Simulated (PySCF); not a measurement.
The vertical singlet excitations below were computed for one of the candidates. Level of theory: PySCF, TDDFT CAM-B3LYP/def2-SVPD, vertical, gas phase, core orbitals frozen in the response. Geometries: PBE0-D3(BJ)/def2-SVP, one conformer each.

```json
{"state": "S1", "E (eV)": "4.91", "λ (nm)": "252.5", "f": "0.134"}
{"state": "S2", "E (eV)": "5.21", "λ (nm)": "238.2", "f": "0.027"}
{"state": "S3", "E (eV)": "5.28", "λ (nm)": "235.0", "f": "0.0034"}
{"state": "S4", "E (eV)": "5.95", "λ (nm)": "208.5", "f": "0.0002"}
{"state": "S5", "E (eV)": "6.16", "λ (nm)": "201.2", "f": "0.186"}
{"state": "S6", "E (eV)": "6.44", "λ (nm)": "192.5", "f": "0.0003"}
{"state": "S7", "E (eV)": "6.46", "λ (nm)": "191.8", "f": "0.0031"}
{"state": "S8", "E (eV)": "6.71", "λ (nm)": "184.8", "f": "0.0060"}
{"state": "S9", "E (eV)": "6.74", "λ (nm)": "184.0", "f": "0.092"}
{"state": "S10", "E (eV)": "6.96", "λ (nm)": "178.0", "f": "0.017"}
```

Triplets computed (Tamm–Dancoff): 3.04, 4.12, 4.51, 4.82 eV.

**Question.** Which structure fits?
A. `C=C(C)CC(C)(C)C`
B. `CC(C)(C)c1pccs1`
C. `C=CC[C@@H](C)C(C)C`
D. `C[C@H]1CC[C@H](C)CC1`
E. `C=C(C)C(C)(C)CC`

**Answer.** B. Its S1, at 4.91 eV, is the lowest among the candidates; the nearest of the others has S1 at 6.71 eV. S1 is HOMO→LUMO (93%). Löwdin shares by element: HOMO carbon 42% or more, phosphorus 31%, sulfur 11% (atoms not listed hold the other 17%); LUMO carbon 36% or more, phosphorus 27%, sulfur 20% (atoms not listed hold the other 17%). At the same level the other candidates give, for their lowest levels:
- `C=C(C)C(C)(C)CC`: 6.97 eV (f 0.017); 7.13 eV (f 0.357); 7.82 eV (f 0.001); 7.83 eV (f 0.015); 7.93 eV (f 0.001); T1 4.33 eV; HOMO -8.38, LUMO 1.28 eV
- `C[C@H]1CC[C@H](C)CC1`: 8.32 eV (f 0.000); 8.53 eV (f 0.008); 8.55 eV (f 0.000); 8.74 eV (f 0.072); 8.76 eV (f 0.017); T1 8.12 eV; HOMO -9.57, LUMO 1.50 eV
- `C=CC[C@@H](C)C(C)C`: 7.27 eV (f 0.032); 7.31 eV (f 0.452); 7.62 eV (f 0.004); 8.05 eV (f 0.013); 8.07 eV (f 0.002); T1 4.35 eV; HOMO -8.63, LUMO 1.37 eV
- `C=C(C)CC(C)(C)C`: 6.71 eV (f 0.161); 6.98 eV (f 0.128); 7.76 eV (f 0.016); 7.80 eV (f 0.025); 7.93 eV (f 0.006); T1 4.18 eV; HOMO -8.29, LUMO 1.18 eV

Shape of the structure used: `[CH3:1][C:2]([CH3:3])([CH3:4])[c:5]1[p:6][cH:7][cH:8][s:9]1`: C1–C2–C5–P6 4°.

Without π bonds the low states are Rydberg-like; a valence basis with one diffuse set may place them up to an eV too high.
